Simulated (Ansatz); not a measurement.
`[BH2][AlH][SiH3]` + `O[Si]Br` → `[SiH3]O[Si]Br` + `[BH2][AlH2]` at 700 K and 1 bar (cleavage of the Si–Al bond).

Isolated molecules relaxed with PBE0-D4/def2-TZVP in Ansatz; ΔE leaves out vibrations. CCSD(T)/CBS is the MP2 limit (def2-TZVPP, def2-QZVPP) plus CCSD(T) − MP2 in def2-TZVPP, frozen cores. This one scheme is used for every species. For Br outer-core shells are correlated without core-valence functions, which leaves a few kJ/mol of doubt a bond. Scalar relativity is left out up to krypton. One conformer a species, not always the lowest.

```csv
species,CCSD(T)/CBS energy (Eh),H − E (kJ/mol),S (J/(mol·K))
`[BH2][AlH][SiH3]`,-559.42478,205.9,454.4
`O[Si]Br`,-2938.23569,79.1,346.3
`[SiH3]O[Si]Br`,-3228.55316,145.1,444.5
`[BH2][AlH2]`,-269.14094,132.0,331.6
```

H − E and S are ideal-gas, rigid-rotor, harmonic terms from PBE0-D4/def2-TZVP, for one conformer and one mirror image of each species. 1 Eh = 2625.50 kJ/mol, R = 8.31446 J/(mol·K).

Problem. By hand: ΔE, ΔH, ΔS and ΔG.

Solution. ΔE = (-3228.55316) + (-269.14094) − (-559.42478) − (-2938.23569) = -0.03363 Eh = -88.3 kJ/mol. Δ(H − E) = 145.1 + 132.0 − 205.9 − 79.1 = -7.9, so ΔH = -96.2 kJ/mol. ΔS = 444.5 + 331.6 − 454.4 − 346.3 = -24.6 J/(mol·K). ΔG = -96.2 − 700 × (-24.6)/1000 = -79.0 kJ/mol.

Problem. By hand: the equilibrium constant, and the temperature at which ΔG would vanish if ΔH and ΔS stayed fixed.

Solution. log₁₀ K = −ΔG/(RT ln 10) = 5.9. ΔG = 0 at ΔH/ΔS = 3911 K, far beyond where these terms or the molecules hold.

ΔH outweighs TΔS. A doubt of 5 kJ/mol in ΔE shifts log₁₀ K by 0.4 here. Other conformers and mirror images would add mixing entropy, several J/(mol·K) or more a flexible species. Modes under 60 cm⁻¹, often nearly free rotors, make the harmonic entropy too high. These are equilibria of isolated gas molecules and say nothing of rates. Largest T1 diagnostic: 0.013 (customary marks: 0.02 for closed shells, 0.045 for open ones).
